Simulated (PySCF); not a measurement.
# Two-component Hartree-Fock for Ce²⁺ (cerium, charge +2)

Start: [Xe] 4f2; 4f5/2 filled at m_j = +3/2, +5/2. Calculated with PySCF 2.14 in x2c-TZVPall-2c (11s11p10d4f1g, 131 functions): generalised Hartree-Fock with the X2C-1e Hamiltonian and a Gaussian nucleus; one run each with spin-orbit coupling (SO) switched off, then screened by Boettger's factors.

```tsv
spinor shell	electrons	ε, spin-free (eV)	ε, screened SO (eV)	weight of nominal j (screened SO)	rms radius, screened SO (bohr)
1s1/2	2	-40649.7	-40644.1	1.000	0.0280
2s1/2	2	-6623.0	-6621.3	1.000	0.114
2p1/2	2	-5925.5	-6238.0	1.000	0.0979
3s1/2	2	-1475.7	-1475.1	1.000	0.296
3p1/2	2	-1248.8	-1311.8	1.000	0.288
3p3/2	4	-1248.8	-1220.6	1.000	0.301
3d3/2	4	-926.53	-938.06	1.000	0.272
3d5/2	6	-926.53	-918.22	1.000	0.276
4s1/2	2	-322.19	-321.99	1.000	0.678
4p1/2	2	-245.58	-259.71	0.994	0.703
4p3/2	4	-245.58	-239.12	0.997	0.729
4d3/2	4	-132.14	-135.86	0.895	0.805
4d5/2	6	-132.14	-129.45	0.930	0.812
5s1/2	2	-59.396	-59.354	1.000	1.66
5p1/2	2	-38.432	-40.719	0.949	1.86
5p3/2	4	-38.432	-37.381	0.974	1.96
4f5/2	2	-21.322	-21.370	0.890	1.28
```

(1) Where does 2p3/2 lie, and what is the 2p spin-orbit splitting (screened SO)?

```json
{"quantity": "E (hartree)", "spin-free": "-8853.97772", "screened SO": "-8857.84109"}
{"quantity": "M_J", "spin-free": "4", "screened SO": "4"}
{"quantity": "⟨J²⟩", "spin-free": "22.011", "screened SO": "21.005"}
{"quantity": "⟨L²⟩", "spin-free": "30.010", "screened SO": "29.797"}
{"quantity": "⟨S²⟩", "spin-free": "2.002", "screened SO": "1.994"}
```

The determinant has a definite M_J but mixes levels of different J.

Each row is a mean over spinors that exchange with the open shell spreads, by up to 7.778 eV (4d3/2).

Rows whose weight is well below 1 are mixtures of j = l ± 1/2: exchange outweighs spin-orbit coupling there, and the label is only the starting occupation.

Breit and QED terms are absent; they matter most for the inner s and p1/2 levels.

Densities and radii are taken from the X2C orbitals without a picture-change correction, which distorts them close to the nucleus.

Without spin-orbit coupling the j labels of p, d and f shells carry no meaning; the spin-free column gives the mean over the occupied spinors of each nl shell, and its ⟨J²⟩ belongs to a mixture of degenerate components.

Results:

(1) At -5787.7 eV, 450.30 eV above 2p1/2.
